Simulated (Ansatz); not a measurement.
AlCu, closed-shell singlet (the spin of the measured ground state), most abundant isotopes (62.9296 and 26.9815 u). Constants from fifth-degree fits in 1/R to seven points on the lowest solution found; no spin–orbit coupling, no relativity up to Kr; ω_e x_e and α_e move by some per cent with the fit.

Correlated levels freeze the inner cores; with def2 sets outer-core shells near the valence are correlated too. CBS(a, b) extrapolates the correlation energy as X⁻³ and adds the Hartree–Fock energy of set b.

The values were computed with Ansatz (a quantum-chemistry and plane-wave program) with Gaussian orbitals. 

```csv
level,r_e (Å),ω_e (cm⁻¹),ω_e x_e (cm⁻¹),α_e (cm⁻¹)
PBE/def2-TZVPP,2.3802,286.3,1.12,0.000957
"CCSD(T)/CBS(def2-TZVPP, def2-QZVPP)",2.3617,280.3,1.05,0.00105
```

D_e from total energies of the atoms and the molecule: 2.45 eV at PBE/def2-TZVPP.

### Question
Derive the rotational constants, the centrifugal constant, the fundamental, the zero-point energy and the force constant, and test the Morse rule for the well depth.

### Answer

μ = 18.88462 u.
- PBE/def2-TZVPP: B_e = 16.8576/(μ r_e²) = 0.15756 cm⁻¹; B₀ = B_e − α_e/2 = 0.15708 cm⁻¹; D = 4B_e³/ω_e² = 1.91e-07 cm⁻¹; fundamental ω_e − 2ω_e x_e = 284 cm⁻¹; zero-point energy ω_e/2 − ω_e x_e/4 = 143 cm⁻¹; k = μ(2πcω_e)² = 91.2 N/m; the line J = 1 ← 0 at 2B₀ = 9.418 GHz; a Morse well would hold ω_e²/(4ω_e x_e) = 2.26 eV against the computed D_e of 2.45 eV
- CCSD(T)/CBS(def2-TZVPP, def2-QZVPP): B_e = 16.8576/(μ r_e²) = 0.16005 cm⁻¹; B₀ = B_e − α_e/2 = 0.15952 cm⁻¹; D = 4B_e³/ω_e² = 2.09e-07 cm⁻¹; fundamental ω_e − 2ω_e x_e = 278 cm⁻¹; zero-point energy ω_e/2 − ω_e x_e/4 = 140 cm⁻¹; k = μ(2πcω_e)² = 87.4 N/m; the line J = 1 ← 0 at 2B₀ = 9.565 GHz

Doubts at one or more of the structures used: a restricted determinant that unrestricted orbitals would lower (CCSD(T)/CBS(def2-TZVPP, def2-QZVPP)).
